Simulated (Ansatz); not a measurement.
Reactions of `CC(F)=C(C)Cl`.

Calculated with Ansatz (gas phase, PBE0-D4/def2-TZVP geometries, no zero-point term in ΔE). CBS: MP2 limit from def2 TZ/QZ plus the TZ coupled-cluster correction, frozen cores. This one scheme is used for every species, atoms too. Double bonds are as drawn, so ΔE can hold a change between cis and trans. Functionals use def2-TZVPP. No spin–orbit coupling; open shells (•) take unrestricted orbitals. Spin–orbit coupling would lower the free atoms: a little for C, Cl, F. For Ge outer-core shells are correlated without core-valence functions, so the limit isn't a true one: a few kJ/mol of doubt a bond, and 10 to 20 or more in all where bonds break to atoms. Scalar relativity is left out up to krypton. One conformer a species, not always the lowest.

```tsv
reaction	ωB97M-V (kJ/mol)	HF/CBS(def2) (kJ/mol)	ωB97X-V (kJ/mol)	PBE0-D4 (kJ/mol)
`C/C(F)=C(/C)Cl` → 4 C• + Cl• + F• + 6 H•	4824	3523	4813	4862
`C/C(F)=C(/C)Cl` + `[CH3][GeH2][Cl]` → `[CH3][GeH]([CH3])[Cl]` + `C/C(Cl)=C/F`	-14	-14	-12	-12
`C/C(F)=C(/C)Cl` → `C/C(Cl)=C/F` + `[CH2]` (triplet)	464	309	472	459
`C/C(F)=C(/C)Cl` → `C/C(Cl)=C/CF`	18	8	17	19
`C/C(F)=C(/C)Cl` + H₂O → `C/C(O)=C(\C)Cl` + H–F	-18	-9	-17	-23
`C/C(F)=C(/C)Cl` + H₂ → `C/C(Cl)=C/F` + CH₄	-43	-65	-43	-43
`C/C(F)=C(/C)Cl` → `C=CCC(F)Cl`	22	10	23	29
`C/C(F)=C(/C)Cl` → `CC/C=C(\F)Cl`	25	22	25	25
`C/C(F)=C(/C)Cl` + SiH₄ → `C/C(Cl)=C(\F)[SiH3]` + CH₄	-19	-9	-16	-18
`C/C(F)=C(/C)Cl` + H₂ → `C/C=C(/C)F` + HCl	-79	-109	-79	-77
```

Q: Give the CCSD(T)/CBS values in the same order. (Estimate.)

A: The calculation gave: 4800, -16, 460, 14, -23, -43, 18, 26, -20, -80 kJ/mol.

Largest T1 diagnostic: 0.012, for `C/C(Cl)=C(\F)[SiH3]`.
